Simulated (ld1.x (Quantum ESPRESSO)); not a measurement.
# u(r) = r·R(r): atom against pseudo-atom (C (Z = 6))

Columns: radius, all-electron u(r) and pseudo u(r) of the 2p shell (level -5.24 eV) of carbon in the configuration [He] 2s2 2p2; PBEsol, non-relativistic, TM scheme, ld1.x (Quantum ESPRESSO) 7.5.

| r (bohr) | all-electron | pseudo |
| --- | --- | --- |
| 0.118 | 0.0623 | 0.0213 |
| 0.235 | 0.1824 | 0.0821 |
| 0.353 | 0.3101 | 0.1757 |
| 0.470 | 0.4230 | 0.2896 |
| 0.588 | 0.5168 | 0.4119 |
| 0.705 | 0.5895 | 0.5269 |
| 0.822 | 0.6429 | 0.6243 |
| 0.940 | 0.6789 | 0.6970 |
| 1.058 | 0.6995 | 0.7414 |
| 1.175 | 0.7074 | 0.7592 |
| 1.292 | 0.7053 | 0.7558 |
| 1.410 | 0.6954 | 0.7372 |
| 1.528 | 0.6796 | 0.7096 |
| 1.645 | 0.6595 | 0.6782 |
| 1.763 | 0.6361 | 0.6460 |
| 1.880 | 0.6108 | 0.6150 |
| 1.998 | 0.5839 | 0.5852 |
| 2.115 | 0.5566 | 0.5568 |
| 2.232 | 0.5290 | 0.5290 |
| 2.350 | 0.5012 | 0.5012 |
| 2.468 | 0.4739 | 0.4739 |
| 2.585 | 0.4475 | 0.4475 |
| 2.702 | 0.4219 | 0.4219 |
| 2.820 | 0.3969 | 0.3969 |
| 2.938 | 0.3730 | 0.3730 |
| 3.055 | 0.3504 | 0.3504 |

Question: How many radial nodes do the two functions have?

Answer: The all-electron 2p function has n − l − 1 = 0; the pseudo-wave has 0.

Question: At about which radius was the pseudo-wave matched?

Answer: 2.35 bohr. The columns agree to 0.0005 from 2.12 bohr on; several derivatives are matched, so the curves merge somewhat inside the radius.

Question: Where does each function peak?

Answer: Outermost all-electron maximum near 1.18 bohr, pseudo maximum near 1.18 bohr (to the table’s step).

Question: Is the pseudo-wave norm-conserving?

Answer: Yes: the TM scheme keeps the norm inside the radius equal to the all-electron one, which fixes the energy derivative of the logarithmic derivative at the level.
